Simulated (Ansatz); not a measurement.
CH3Li, singlet, at a GFN2-xTB geometry (such geometries of metal compounds can be far from the true shape); PBE/6-31G* (Ansatz, a first-principles code).

Here is a job for Ansatz.
Ansatz 0.2 input:
```yaml
crystal:
  periodic: [false, false, false]
  atoms:
    - {symbol: Li, position_ang: [-1.06016004, -0.63223328, -0.93043488]}
    - {symbol: C, position_ang: [0.25388465, 0.15140575, 0.22281837]}
    - {symbol: H, position_ang: [0.80848215, -0.58431615, 0.81388903]}
    - {symbol: H, position_ang: [-0.16854159, 0.84826251, 0.95369206]}
    - {symbol: H, position_ang: [1.01723164, 0.72431898, -0.31318668]}
basis:
  gaussian:
    orbitals: 6-31G*
hamiltonian:
  xc: pbe
```

What the program printed (banner, timings and long lists left out):

```
Functional definition: PBE
422 factors; their error is unknown
mean field evaluation 1: about -1277.8488 eV, gradient 6.0e1 eV
mean field evaluation 2: about -1240.1227 eV, gradient 9.5e1 eV
mean field evaluation 4: about -1287.1358 eV, gradient 1.3e0 eV
mean field evaluation 8: about -1287.1178 eV, gradient 3.2e-2 eV
mean field -1287.11778478 eV, -47.3007061508 hartree, gradient 1.2e-5 eV, S^2 0.000000; 0 other end points of the search recorded, 0 dependent functions left out
reference -1287.11783555 eV, -47.3007080168 hartree; 6, 6 occupied and 30, 30 virtual orbitals, 422 factors
Total energy: -1287.11783555 eV, -47.3007080168 hartree
```
